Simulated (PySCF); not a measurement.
Bonding in `CC[S@@](=O)CC[C@H](C)[SiH3]`

Species: C6H16OSSi.
SMILES with atom numbers: `[CH3:1][CH2:2][S@@:3](=[O:4])[CH2:5][CH2:6][C@H:7]([CH3:8])[SiH3:9]` (hydrogens: H10, H11, H12 on C1; H13, H14 on C2; H15, H16 on C5; H17, H18 on C6; H19 on C7; H20, H21, H22 on C8; H23, H24, H25 on Si9)

Structure used (GFN2-xTB), in Å, numbered top down from 1:
```xyz
25
C6H16OSSi angstrom
C      4.0012    0.1064    0.6754
C      2.8251    0.8688    0.1008
S      1.4405   -0.3338   -0.2235
O      1.1548   -0.9393    1.0798
C      0.1579    0.9880   -0.4884
C     -1.0791    0.4100   -1.1540
C     -1.7253   -0.7265   -0.3587
C     -2.8897   -1.3054   -1.1604
Si    -2.2934   -0.1797    1.3855
H      4.7871    0.7869    0.9971
H      3.6671   -0.4734    1.5336
H      4.4132   -0.5781   -0.0628
H      2.4589    1.6130    0.8060
H      3.0681    1.3383   -0.8504
H     -0.0717    1.4010    0.4918
H      0.6123    1.7490   -1.1216
H     -1.8105    1.2122   -1.2975
H     -0.8003    0.0425   -2.1479
H     -0.9761   -1.5154   -0.2425
H     -3.3254   -2.1577   -0.6450
H     -2.5572   -1.6378   -2.1439
H     -3.6695   -0.5590   -1.3024
H     -1.1894   -0.1320    2.3349
H     -3.3190   -1.1132    1.8554
H     -2.8907    1.1594    1.2602
```

Bond orders from the PBE0/pcSseg-1 density (PySCF). Geometry: GFN2-xTB, one conformer, isolated molecule.

(1) How far do the computed orders between heavy atoms stray from the drawn ones?

(2) Give the Mayer order of every bond between heavy atoms, beside its length.

## Answers

(1) The largest departure is 0.512, at S3–O4 (drawn double, 1.488). Drawn single, order below 0.88: C2–S3 (0.873), S3–C5 (0.869) and C7–Si9 (0.864). Drawn double or triple, more than 0.30 short of the drawn order: S3–O4 (1.488).

(2) 
```tsv
bond	drawn as	length (Å)	Mayer order
C1–C2	single	1.515	1.050
C2–S3	single	1.862	0.873
S3–O4	double	1.465	1.488
S3–C5	single	1.861	0.869
C5–C6	single	1.519	1.053
C6–C7	single	1.530	1.007
C7–C8	single	1.528	1.049
C7–Si9	single	1.914	0.864
```

Bonds between the same two heavy elements. C–C: lowest C6–C7 (1.007, 1.530 Å), highest C5–C6 and C1–C2 (1.053, 1.519 Å). C–S: all 2 within 0.02 of one another (0.869 to 0.873). Bonds named together lie within 0.004.

Q: And the bonds to hydrogen?

A: C–H: 0.91 to 0.96 (13 bonds); H–Si: 0.94 to 0.95 (3 bonds).

Q: Sum the orders of all bonds at each heavy atom with more than one neighbour and set the sums beside the valence in the SMILES.

A: C1 3.928 (drawn 4), C2 3.785 (drawn 4), S3 3.230 (drawn 4), C5 3.769 (drawn 4), C6 3.947 (drawn 4), C7 3.837 (drawn 4), C8 3.937 (drawn 4), Si9 3.706 (drawn 4). Orders between atoms that aren't bonded are not in these sums.

For a closed shell the Mayer order of atoms A and B is Σ (PS)μν (PS)νμ over the basis functions μ on A and ν on B, with P the density and S the overlap matrix.
